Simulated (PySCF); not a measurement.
SMILES C=C[CH2][Ga]([Cl])[CH2]C=C (C₆H₁₀ClGa) at its GFN2-xTB optimised geometry (Å):

```
18

Ga     1.1002     0.9781     0.0000
C      0.1675     2.8661     0.0000
C     -1.2975     2.7432    -0.1462
C     -2.1493     2.6706     0.8686
H      0.6200     3.4434    -0.8127
H      0.4443     3.3263     0.9552
H     -1.6714     2.6946    -1.1630
H     -1.8100     2.7118     1.8922
H     -3.2107     2.5769     0.7167
C      0.0914    -0.8629     0.0427
C      1.0673    -1.9551    -0.1543
C      1.6132    -2.6596     0.8290
H     -0.6670    -0.8356    -0.7450
H     -0.4092    -0.9329     1.0130
H      1.3532    -2.1574    -1.1815
H      1.3509    -2.4845     1.8609
H      2.3259    -3.4434     0.6393
Cl     3.2107     0.9781     0.0000
```

Level of theory: CAM-B3LYP/def2-SVP run with PySCF 2.14.0. Cells within 0.4 Å of a nucleus heavier than hydrogen are left out (blank, or x).

Map of the electrostatic potential (hartree/e), clipped to [-0.08, 0.12] on the plane z = 0.0 Å:

```
|2222222111111222222222222222222|
|2222221111111122222222222222222|
|2222211111111122222222222222222|
|2222211100011222222222222111111|
|2222221110123345543222221111111|
|2222222222599999995322211111111|
|2222333359999999999422111111111|
|22233566999xx99xx99532110001111|
|22234688999xx99xx99643211000111|
|2223356689999999999995455311111|
|2222333334799989999999999972111|
|2222222211134579999999999995111|
|22222221111124899xxx999xx998211|
|222222211112248999x9999xx997211|
|2222222221223479999999999994111|
|2222222222223699999999999941111|
|2222222222235999999974222100011|
|222222222223699xx99742000000011|
|222222222223699xx99962000000111|
|2222222222224999999992000001111|
|22222222222224899xx994000011111|
|222222222222223799x996200111111|
|2222222222221123999999311111111|
|2222222222221111269999532111111|
|2222222222211110014789842222112|
|2222222222211110001358853222222|
|2222222222211110001135543222222|
|2222222222221111111123332222222|
|2222222222221111111122222222222|
|2222222222222111111122222222222|
|2222222222222211112222222222222|
```
Scale: ten equal steps from -0.037 (start of '0') to 0.120 (end of '9'), in the order '0123456789'; x runs from -5.50 to 5.50, y from -5.50 (bottom) to 5.50 (top).
